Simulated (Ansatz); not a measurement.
## Molecular dynamics of AlClH4OSi

input.yaml

```yaml
crystal:
  periodic: [false, false, false]
  atoms:
    - { symbol: O, position_ang: [0.536679, 1.515636, -1.488149] }
    - { symbol: Al, position_ang: [0.135945, 0.99387, 0.071827] }
    - { symbol: Si, position_ang: [-0.226902, -1.273045, 0.19929] }
    - { symbol: Cl, position_ang: [-0.802794, -1.829015, 2.162509] }
    - { symbol: H, position_ang: [0.676383, 2.51889, -1.436776] }
    - { symbol: H, position_ang: [0.046903, 1.963463, 1.209479] }
    - { symbol: H, position_ang: [0.926823, -2.105454, -0.078971] }
    - { symbol: H, position_ang: [-1.293047, -1.784344, -0.639209] }
basis:
  gaussian: { orbitals: STO-3G }
hamiltonian:
  xc: pbe0
  dispersion: d4
md:
  timestep: 1.0
  n_steps: 300
  ensemble: nvt_langevin
  temperature: 400.0
  initial_velocities: maxwell_boltzmann
  seed: 389143
  friction: 0.005
  temperature_schedule:
    - { n_steps: 75, end_temperature: 400.0 }
    - { n_steps: 225, end_temperature: 100.0 }
scf:
  lower_state_search: "off"
```

Launched with:

```bash
$ ansatz run input.yaml --threads 1 --pin off --max-ram 2048MiB --backend cpu --events-out ev --progress --plain --runs-dir out
```

It starts from a relaxed structure.

Output, in part (step lines, the closing report, with atoms numbered from 0):

```
md step     0: t =     0.00 fs  T =   350.0 K (target 400.0 K)  F+E_penalty+E_count = -28764.31398485 eV  E_kin = 0.361928 eV  (12 SCF iters)
[... lines left out ...]
Total energy: -28764.11113174 eV, -1057.0615870765 hartree
Atom 0 at     0.649498     0.775303    -1.742721 Å, force     0.306745    -0.010800    -0.888116 eV/Å
Atom 1 at     0.222242     0.375111    -0.175692 Å, force    -0.092753     1.601243     0.875223 eV/Å
Atom 2 at    -0.774571    -1.606596     0.237430 Å, force    -1.131690    -0.003241     0.102638 eV/Å
Atom 3 at    -0.917943    -2.009060     2.299051 Å, force     0.154577     0.054901     0.377921 eV/Å
Atom 4 at     1.107624     1.677909    -1.872106 Å, force    -0.358174    -0.484003     0.606359 eV/Å
Atom 5 at     0.312577     1.383923     0.957095 Å, force     0.189788    -0.248043    -0.403624 eV/Å
Atom 6 at    -0.004641    -2.664660    -0.261737 Å, force     0.676589    -1.192467    -0.455679 eV/Å
Atom 7 at    -2.144167    -1.891198    -0.173641 Å, force     0.254917     0.282411    -0.214722 eV/Å
Dipole moment:     0.312527     0.554766    -0.666536 e Å
```

The steps, from the saved trajectory:

```
time (fs)  T (K)  potential energy less start (eV)
      0.0    350                             0.000
     10.0    102                             0.218
     20.0    224                             0.169
     30.0    175                             0.271
     40.0    244                             0.223
     50.0    298                             0.155
     60.0    222                             0.272
     70.0    278                             0.183
     80.0    142                             0.325
     90.0    268                             0.169
    100.0    273                             0.226
    110.0    237                             0.278
    120.0    310                             0.180
    130.0    247                             0.255
    140.0    291                             0.251
    150.0    329                             0.193
    160.0    305                             0.253
    170.0    313                             0.211
    180.0    283                             0.199
    190.0    284                             0.287
    200.0    346                             0.254
    210.0    306                             0.233
    220.0    230                             0.342
    230.0    364                             0.202
    240.0    190                             0.426
    250.0    313                             0.212
    260.0    268                             0.231
    270.0    222                             0.319
    280.0    286                             0.219
    290.0    340                             0.160
    300.0    266                             0.203
```

All steps were run. The schedule's set-point averaged 200 K over the second half and the system 292 K, so it lags behind the ramp. A run of 0.3 ps of so small a system gives no equilibrium averages. Limits of this set-up: minimal basis.

The same pairs are bonded in the first frame and the last. Pairs count as bonded within 1.25 times the sum of covalent radii (0.12 Å more for H–H).

Last frame:

```xyz
8
Properties=species:S:1:pos:R:3
O 0.649 0.775 -1.743
Al 0.222 0.375 -0.176
Si -0.775 -1.607 0.237
Cl -0.918 -2.009 2.299
H 1.108 1.678 -1.872
H 0.313 1.384 0.957
H -0.005 -2.665 -0.262
H -2.144 -1.891 -0.174
```

The run took 5.9 min on 1 thread of Arm Neoverse V1, on a shared host, peak memory 0.09 GiB.
